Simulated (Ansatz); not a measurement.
Basis sets compared for the cluster Ga2O2 (the lowest singlet isomer of a short search). The state is a singlet with charge 0. Geometry PBE-D4/def2-SVP. Ansatz on 4 threads of Arm Neoverse V2 on a shared host; times are rough, and most runs start from earlier orbitals.

Cartesian coordinates in Å:
```
Ga -0.3233 -0.5152 -0.6890
Ga 0.9391 1.4965 2.0012
O 0.2942 0.4656 0.6269
O -0.9100 -1.4469 -1.9391
```

The 6-31G sets use Cartesian d functions. B3LYP takes the VWN-RPA correlation. The structure comes from a short search, and lower isomers may exist.

Binding counts from free atoms (Ga doublet, O triplet) in the same basis, without a counterpoise term.

| level | functions | energy (Eh) | HOMO (eV) | LUMO (eV) | binding per atom (eV) | wall time |
| --- | --- | --- | --- | --- | --- | --- |
| HF/STO-3G | 46 | -3949.4273 | -6.01 | 4.77 | – | 0.4 s |
| HF/6-31G | 76 | -3995.5662 | -9.79 | 0.85 | 1.46 | 0.35 s |
| PBE-D4/def2-SVP | 92 | -3998.8657 | -5.86 | -2.58 | 3.41 | 0.6 s |
| PBE-D4/def2-TZVP | 158 | -3999.5502 | -5.95 | -2.63 | 3.40 | 0.95 s |
| r2SCAN-D4/def2-TZVP | 158 | -4000.1760 | -6.24 | -2.44 | 3.26 | 2.4 s |
| B3LYP-D4/6-31G | 76 | -3999.5944 | -7.00 | -2.08 | 3.10 | 0.75 s |
| B3LYP-D4/def2-TZVP | 158 | -4000.3772 | -7.11 | -2.04 | 3.15 | 1.5 s |
| PBE0-D4/def2-SVP | 92 | -3998.9168 | -7.21 | -1.66 | 3.10 | 0.85 s |
| PBE0-D4/def2-TZVP (with forces) | 158 | -3999.6006 | -7.32 | -1.73 | 3.12 | 2 s |

Q: Estimate the rows for PBE-D4/def2-TZVPD, r2SCAN-D4/def2-TZVPD, PBE0-D4/def2-TZVPD.

A: 
| level | functions | energy (Eh) | HOMO (eV) | LUMO (eV) | binding per atom (eV) | wall time |
| --- | --- | --- | --- | --- | --- | --- |
| PBE-D4/def2-TZVPD | 188 | -3999.5533 | -6.01 | -2.74 | 3.41 | 1.8 s |
| r2SCAN-D4/def2-TZVPD | 188 | -4000.1784 | -6.28 | -2.52 | 3.27 | 3.3 s |
| PBE0-D4/def2-TZVPD | 188 | -3999.6034 | -7.37 | -1.87 | 3.13 | 2.6 s |
